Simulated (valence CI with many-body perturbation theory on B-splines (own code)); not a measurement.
**I²⁰⁺: one-electron terms**

Calculated by relativistic CI+MBPT: five valence electrons over a frozen Dirac-Fock core [Ar] 3d10, a basis of 9 s, 9 p, 8 d, 6 f, 3 g, 1 h functions for each j, with the one-electron correlation potential Σ1, the two-electron term Σ2, the three-electron term Σ3, Breit, model QED; selected CI, second order for the rest (own B-spline code, finite nucleus).

No measured levels were compared; by estimate levels hold to about 250 cm⁻¹ or 0.2 % of their energy and the worst to 1 %, as in measured heavy ions of charge 2 to 7; those with d or f electrons hold less well. Among the levels kept, up to 300 cm⁻¹ of a level comes from second order outside the variational space, and about a tenth of that is noise between levels of different J, which matters for small intervals.

These are the spectroscopic orbitals of the CI (the correlating ones are not listed), shaped by the core and the other valence electrons. h is the expectation value of the core's Dirac-Fock operator, without the valence repulsion; Σ1 is computed up to l = 3 at one energy for each symmetry, that of its lowest orbital but kept below the first core excitation, so for empty shells it is not the orbital's own correlation shift; Breit and QED include the response of the core.

```tsv
Orbital	h (hartree)	Σ1 (cm⁻¹)	Breit (cm⁻¹)	QED (cm⁻¹)	⟨r⟩ (bohr)
4s1/2	-29.355	-11865	2842	2153	0.6713
5s1/2	-17.007	-3899	1169	894	1.181
6s1/2	-11.101	-1799	582	450	1.839
7s1/2	-7.8213	-998	336	260	2.636
4p1/2	-27.471	-11819	4379	-77.4	0.6828
5p1/2	-16.117	-3965	1818	-31.2	1.216
6p1/2	-10.621	-1887	935	-15.8	1.892
7p1/2	-7.5325	-1064	548	-9.2	2.709
4p3/2	-26.862	-10916	2728	133	0.7000
5p3/2	-15.843	-3753	1138	56.5	1.239
6p3/2	-10.475	-1805	615	29.4	1.920
7p3/2	-7.4452	-1024	362	17.4	2.742
4d3/2	-23.79	-11015	1600	-121	0.7164
5d3/2	-14.411	-3914	698	-50.7	1.297
6d3/2	-9.6991	-1962	378	-27.1	2.012
4d5/2	-23.667	-10735	907	-55.3	0.7212
5d5/2	-14.354	-3827	385	-22.7	1.303
6d5/2	-9.6679	-1919	209	-12.0	2.019
4f5/2	-20.404	-9949	368	-45.4	0.7151
5f5/2	-12.916	-3359	179	-23.1	1.342
4f7/2	-20.386	-9779	43.9	-29.9	0.7164
5f7/2	-12.905	-3295	21.2	-15.3	1.343
5g7/2	-12.317		4.1	-2.6	1.267
5g9/2	-12.313		-6.3	0.4	1.268
```

Among the shells of the start configuration 4s2 4p3, Σ1 is largest in size for 4s1/2, where it is 0.18 % of h.

Lowest root of each symmetry, sizes in configuration state functions:

```
  J  Parity  Roots  Reference  Variational  Second order  Change by selected CI (cm⁻¹)  Change by second order (cm⁻¹)
1/2    even      8         62        39998        681805                        -10209                            -25
3/2    even     11        102        39998       1228688                         -9660                           -104
5/2    even     10        113        39998       1671762                         -8740                           -158
7/2    even      5         93        39997       1327636                        -11673                           -162
9/2    even      2         64        36394       1054770                        -12510                            -68
1/2     odd      3         30        36952        481721                        -13837                            -23
3/2     odd      7         47        39991       1055929                        -12476                            -37
5/2     odd      4         44        39993       1220201                        -12680                            -81
7/2     odd      2         33        40000       1020547                        -15134                           -150
9/2     odd      2         16        37366       1178795                        -14675                            -82
```
